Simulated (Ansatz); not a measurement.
SiIH3 (SiH3I). The state is a singlet with charge 0. Geometry r2SCAN-D4/def2-TZVP.

```csv
atom,x (Å),y (Å),z (Å)
Si1,0.1922,-0.0681,-0.0300
I2,-2.0869,0.7392,0.3257
H3,0.4693,-1.1433,0.9488
H4,1.1282,1.0615,0.1669
H5,0.2972,-0.5893,-1.4113
```

In the def2 sets I takes a core potential; there is no spin–orbit coupling. B3LYP takes the VWN-RPA correlation.

Task: Estimate the orbital energies around the gap (eV) in Ansatz with BLYP-D4/def2-TZVP, r2SCAN-D4/def2-TZVP, B97M-V/def2-TZVP, B3LYP-D4/def2-TZVP, r2SCAN0-D4/def2-TZVP.

Result: 
```json
{"orbital": "HOMO−5", "BLYP-D4/def2-TZVP": "-13.32", "r2SCAN-D4/def2-TZVP": "-13.96", "B97M-V/def2-TZVP": "-13.93", "B3LYP-D4/def2-TZVP": "-14.91", "r2SCAN0-D4/def2-TZVP": "-15.57"}
{"orbital": "HOMO−4", "BLYP-D4/def2-TZVP": "-9.01", "r2SCAN-D4/def2-TZVP": "-9.50", "B97M-V/def2-TZVP": "-9.48", "B3LYP-D4/def2-TZVP": "-10.29", "r2SCAN0-D4/def2-TZVP": "-10.77"}
{"orbital": "HOMO−3", "BLYP-D4/def2-TZVP": "-9.01", "r2SCAN-D4/def2-TZVP": "-9.50", "B97M-V/def2-TZVP": "-9.48", "B3LYP-D4/def2-TZVP": "-10.29", "r2SCAN0-D4/def2-TZVP": "-10.77"}
{"orbital": "HOMO−2", "BLYP-D4/def2-TZVP": "-8.35", "r2SCAN-D4/def2-TZVP": "-8.88", "B97M-V/def2-TZVP": "-8.91", "B3LYP-D4/def2-TZVP": "-9.42", "r2SCAN0-D4/def2-TZVP": "-9.89"}
{"orbital": "HOMO−1", "BLYP-D4/def2-TZVP": "-6.42", "r2SCAN-D4/def2-TZVP": "-6.90", "B97M-V/def2-TZVP": "-6.93", "B3LYP-D4/def2-TZVP": "-7.48", "r2SCAN0-D4/def2-TZVP": "-7.93"}
{"orbital": "HOMO", "BLYP-D4/def2-TZVP": "-6.42", "r2SCAN-D4/def2-TZVP": "-6.90", "B97M-V/def2-TZVP": "-6.93", "B3LYP-D4/def2-TZVP": "-7.48", "r2SCAN0-D4/def2-TZVP": "-7.93"}
{"orbital": "LUMO", "BLYP-D4/def2-TZVP": "-1.53", "r2SCAN-D4/def2-TZVP": "-1.31", "B97M-V/def2-TZVP": "-1.42", "B3LYP-D4/def2-TZVP": "-1.03", "r2SCAN0-D4/def2-TZVP": "-0.61"}
{"orbital": "LUMO+1", "BLYP-D4/def2-TZVP": "0.16", "r2SCAN-D4/def2-TZVP": "0.38", "B97M-V/def2-TZVP": "0.14", "B3LYP-D4/def2-TZVP": "0.66", "r2SCAN0-D4/def2-TZVP": "1.07"}
{"orbital": "LUMO+2", "BLYP-D4/def2-TZVP": "0.17", "r2SCAN-D4/def2-TZVP": "0.38", "B97M-V/def2-TZVP": "0.14", "B3LYP-D4/def2-TZVP": "0.66", "r2SCAN0-D4/def2-TZVP": "1.07"}
{"orbital": "LUMO+3", "BLYP-D4/def2-TZVP": "0.22", "r2SCAN-D4/def2-TZVP": "0.68", "B97M-V/def2-TZVP": "0.16", "B3LYP-D4/def2-TZVP": "0.73", "r2SCAN0-D4/def2-TZVP": "1.34"}
{"orbital": "LUMO+4", "BLYP-D4/def2-TZVP": "2.74", "r2SCAN-D4/def2-TZVP": "3.34", "B97M-V/def2-TZVP": "2.95", "B3LYP-D4/def2-TZVP": "3.24", "r2SCAN0-D4/def2-TZVP": "4.01"}
{"orbital": "LUMO+5", "BLYP-D4/def2-TZVP": "3.06", "r2SCAN-D4/def2-TZVP": "3.34", "B97M-V/def2-TZVP": "3.15", "B3LYP-D4/def2-TZVP": "3.58", "r2SCAN0-D4/def2-TZVP": "4.06"}
```
